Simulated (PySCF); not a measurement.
# Dipole response of Sc⁺ (scandium, charge +1)

[Ar] 3d1 4s1, high-spin 3D determinant. Computed with PySCF 2.14 in aug-cc-pwCVTZ-DK (10s9p7d4f3g, 127 functions), with the spin-free X2C one-electron Hamiltonian (Gaussian nucleus). Coupled (time-dependent) response in atomic units; α is the mean over directions.

| method | mean α (bohr³) | α xx, yy, zz | C₆ (like pair) | S(−4) |
| --- | --- | --- | --- | --- |
| UHF | 76.33 | 75.12, 75.12, 78.76 | 564.1 | 5347 |
| PBE | 58.83 | 58.03, 58.03, 60.44 | 398.9 | 3009 |

S(−4) is the Cauchy moment in α(ω) = α(0) + S(−4) ω² + …

α(iu) at UHF:

```
u (hartree)  α(iu) (bohr³)
          0          76.33
     0.0500          65.08
      0.100          45.76
      0.200          22.43
      0.300          13.28
      0.500          6.913
      0.750          4.298
       1.00          3.103
       1.50          1.918
       2.00          1.314
       3.00         0.7261
       5.00         0.3198
```

For an ion, C₆ is the dispersion term alone; charge-induced terms of lower order in 1/R come first.

The components differ because the open shell of this determinant is not spherical; for a pure term their mean is the scalar polarisability.
